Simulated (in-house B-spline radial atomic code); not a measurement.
**RPA and G0W0 on LDA exchange-only: the titanium ion Ti⁷⁺**

Configuration [Ne] 3s2 3p3, highest spin, mean-field start LDA exchange-only. Computed with an all-electron radial atomic-structure program (B-spline basis): all electrons, scalar-relativistic (spin-free one-electron X2C), finite nucleus, each spin shell either full or empty, empty states to l = 9 with an (l + 1/2)⁻⁴ tail; G0W0 by contour deformation at full frequency.

Command:
```bash
python run_gw.py task.json out
```
Settings (radii: box in bohr, nucleus in fm):
```
Z                        22
electrons                15
configuration            [Ne] 3s2 3p3
hamiltonian              x2c
method                   lda,
lmax                     9
rms_radius               3.5921
spin_polarised           True
box_radius               8.41
intervals                67
```

Cost of the run: 1.7 s on 1 thread of Arm Neoverse V2 (shared host).

Energies (hartree):

| term | value |
| --- | --- |
| mean-field total | -833.64308 |
| Hartree-Fock functional on these orbitals | -836.48051 |
| direct second order | -1.126 |
| second-order exchange | 0.41002 |
| SOSEX correction | 0.37142 |

**Question.** What is the RPA correlation energy, and what remains with SOSEX?

**Answer.** RPA gives -0.99018 hartree (-1.8 eV per electron); RPA + SOSEX gives -0.61876, and the second-order doubles -0.71593 hartree (no singles). RPA lacks exchange-type terms and so overcorrelates at short range.

Quasi-particle levels (eV):

| level | occupied | mean field | Σx - vxc | Σc | QP weight | G0W0 |
| --- | --- | --- | --- | --- | --- | --- |
| 3p up | yes | -156.00 | -13.16 | ? | ? | ? |
| 3s down | yes | -173.61 | -10.39 | -3.33 | 0.961 | -187.33 |
| 2p down | yes | -578.68 | -42.79 | 8.22 | 0.922 | -613.25 |
| 3p down | no | -148.55 | 10.76 | -3.61 | 0.954 | -141.40 |

G0W0 = mean field + (Σx - vxc) + Σc, with Σc (partial-wave tail included) taken at the quasi-particle energy. Only the outer levels were computed. Levels of low weight are left out.

**Question.** Where does G0W0 put 3p up?

**Answer.** At -169.23 eV, with Σc = -0.07 eV and a quasi-particle weight of 0.951. The tabulated removal energy is 170.5 ± 0.4 eV (NIST, semi-empirical); the calculation leaves out spin-orbit coupling, Breit and QED terms, and what these don't explain is the method's own error.
